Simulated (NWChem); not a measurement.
Program: NWChem. System: CClF$_{2}$, charge 1, spin multiplicity 1, at the geometry of a parent with another charge or spin, in a state set for the comparison that need not be this species' ground state. Level: MP2/def2-TZVP, 8 core orbitals frozen.

Job file:

```
start mol
memory heap 200 mb stack 900 mb global 1100 mb
charge 1
geometry units angstroms nocenter noautoz
  F      1.053206    -0.077973    -1.079343
  C      0.426595     0.323584     0.000000
  F      1.053206    -0.077973     1.079343
  Cl    -1.265722    -0.031647     0.000000
  symmetry group Cs
end
basis spherical
  * library def2-tzvp
end
scf
  rhf
  nopen 0
  maxiter 100
  thresh 1e-7
  semidirect memsize 60000000 filesize 0
end
mp2
  freeze core 8
end
task mp2 energy
```

Part of the output:

```
             Northwest Computational Chemistry Package (NWChem) 7.3.0
             --------------------------------------------------------

                                NWChem Input Module
                                -------------------

 Scaling coordinates for geometry "geometry" by  1.889725989
 (inverse scale =  0.529177249)

 Turning off AUTOSYM since
 SYMMETRY directive was detected!

                             Geometry "geometry" -> ""
                             -------------------------

 Output coordinates in angstroms (scale by  1.889725989 to convert to a.u.)

  No.       Tag          Charge          X              Y              Z
 ---- ---------------- ---------- -------------- -------------- --------------
    1 F                    9.0000     1.05320600    -0.07797300    -1.07934300
    2 C                    6.0000     0.42659500     0.32358400     0.00000000
    3 F                    9.0000     1.05320600    -0.07797300     1.07934300
    4 Cl                  17.0000    -1.26572200    -0.03164700     0.00000000

 Effective nuclear repulsion energy (a.u.)     157.9593080869

            Nuclear Dipole moment (a.u.)
            ----------------------------
        X                 Y               Z
 ---------------- ---------------- ----------------
     0.0000075589    -0.0000170075     0.0000000000

      Symmetry information
      --------------------

 Group name             Cs
 Group number              2
 Group order               2
 No. of unique centers     3

      Symmetry unique atoms

     1    2    4


 Summary of "ao basis" -> "" (spherical)
 ------------------------------------------------------------------------------
       Tag                 Description            Shells   Functions and Types
 ---------------- ------------------------------  ------  ---------------------
 *                         def2-tzvp                  on all atoms

 Summary of "ao basis" -> "ao basis" (spherical)
 ------------------------------------------------------------------------------
       Tag                 Description            Shells   Functions and Types
[...]
     1   1 0 0     -0.236075      0.000000      0.000008
     1   0 1 0      0.481275      0.000000     -0.000017
     1   0 0 1      0.000000      0.000000      0.000000

     2   2 0 0    -13.807196      0.000000    172.457975
     2   1 1 0      1.324564      0.000000      0.110716
     2   1 0 1      0.000000      0.000000      0.000000
     2   0 2 0    -17.097424      0.000000      2.695089
     2   0 1 1      0.000000      0.000000      0.000000
     2   0 0 2    -18.389692      0.000000     74.884017

                   NWChem MP2 Semi-direct Energy/Gradient Module
                   ---------------------------------------------

  Basis functions       =    130
  Molecular orbitals    =    130
  Frozen core           =      8
  Frozen virtuals       =      0
  Active alpha occupied =     12
  Active beta occupied  =     12
  Active alpha virtual  =    110
  Active beta virtual   =    110
  Use MO symmetry       = T
  Use skeleton AO sym   = T

  AO/Fock/Back tols     =   1.0D-09  1.0D-09  1.0D-09

 GA uses MA = F    GA memory limited = T

 Available:
  local mem=  1.26D+08
 global mem=  1.44D+08
 local disk=  0.00D+00
  mp2_memr nvloc                   110
  nvloc new                   110
   1 passes of  12:        5242880                     100449                  36785678.
   1 passes of  12: M    126149159           G      144145400           F     120906279.

 Semi-direct pass number   1 of   1  for RHF alpha+beta  at        7.0s
  vrange nnbf                  8190
  mp2_eaftype                   140  avail_ma_in_mb                  1099
 EAF : mp2_eaftype filesize         140   18392839.
  mp2_eaf for mointskh                    140
Node 0 wrote     86.5 Mb in      0.0 s     Agg I/O rate:  2282.6 Mb/s
 Done moints_semi at       13.0s
  mp2_eaftype                   140  avail_ma_in_mb                   959
 EAF : mp2_eaftype filesize         140   18392839.
  mp2_eaf for kh                   140
 Done maket at       13.3s
 Done multipass loop at       13.3s

          -------------------------------------------
          SCF energy                -695.925781091559
          Correlation energy          -0.826602993304
          Singlet pairs               -0.500755956177
          Triplet pairs               -0.325847037127
          Total MP2 energy          -696.752384084864
          -------------------------------------------

          ---------------------------------------------------
                    Spin Component Scaled (SCS) MP2
          Same spin pairs                     -0.217231358085
          Same spin scaling factor             0.333333333333
          Opposite spin pairs                 -0.609371635220
          Opposite spin scaling fact.          1.200000000000
          SCS-MP2 correlation energy          -0.803656414958
          Total SCS-MP2 energy              -696.729437506518
          ---------------------------------------------------

 -----------------------
 Performance information
 -----------------------

 Timer overhead =  1.76D-07 seconds/call

               Nr. of calls         CPU time (s)                 Wall time (s)                GFlops
             ---------------    -------------------     ------------------------------   -------------------
Name         Min   Avg   Max    Min     Avg     Max     Min     Avg     Max   Mx/calls   Min     Max     Sum
mp2: moin     1     1     1    6.0     6.0     6.0      6.0     6.0     6.0     6.0      0.0     0.0     0.0
mp2: make     1     1     1   0.29    0.29    0.29     0.29    0.29    0.29    0.29      0.0     0.0     0.0
mp2: tota     1     1     1    6.3     6.3     6.3      6.3     6.3     6.3     6.3      0.0     0.0     0.0

 The average no. of pstat calls per process was 3.00D+00
 with a timing overhead of 5.29D-07s

 Task  times  cpu:       13.2s     wall:       13.2s

 Total times  cpu:       13.3s     wall:       13.3s
```
